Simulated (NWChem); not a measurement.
**Basis-set convergence for CH₄OSi**

```xyz
7

O      0.7834     1.5334     0.0000
C     -0.2483     0.9031     0.0000
Si    -0.2126    -1.0400     0.0000
H     -1.2391     1.4431     0.0000
H      0.5182    -1.4878     1.2179
H      0.5182    -1.4878    -1.2179
H     -1.5979    -1.5935     0.0000
```
Charge 0, spin multiplicity 1.

The numbers come from NWChem runs, not from measurements. All single points use one geometry, from B3LYP/def2-SVP, a minimum by its harmonic frequencies.

Quantity: first vertical ionisation energy at the level G0W0@PBE.

GW and range-separated runs recompute their integrals, the others keep them in memory, which bears on the times. The structure started from a generated list of species.

Relative cost: rough, from shared machines, SCF included, def2-SVP = 1.

| basis | functions | first vertical ionisation energy (eV) | relative cost |
|---|---|---|---|
| def2-SVP | 66 | … | 1 |
| def2-SVPD | 99 | 8.57 | under 3 |
| def2-TZVP | 123 | … | 4 |
| def2-TZVPP | 160 | … | 7 |

### Question
What belongs in the gaps?

### Answer

- def2-SVP, first vertical ionisation energy (eV): 8.41
- def2-TZVP, first vertical ionisation energy (eV): 8.84
- def2-TZVPP, first vertical ionisation energy (eV): 8.88
